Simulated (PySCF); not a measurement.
Level of theory: TPSSh-D3(BJ)/def2-TZVP // BP86-D3(BJ)/def2-SVP in PySCF. All species are isolated molecules in the gas phase. One relaxed conformer stands for a flexible species; it need not be the lowest. 

Reference species: [Ta(Cl)2(OH)3] (neutral, multiplicity 1).

| Property | Result |
|---|---|
| HOMO–LUMO gap | 5.49 eV |
| HOMO | -7.72 eV |

Changed species: [Ta(Cl)5] (0 of 5 Cl replaced by OH; the reference has 3 of 5 Cl replaced by OH).

Task: Predict the effect on the HOMO–LUMO gap and HOMO.

Result: the HOMO–LUMO gap falls by 1.22 eV, to 4.27 eV; the HOMO falls by 0.79 eV, to -8.51 eV.
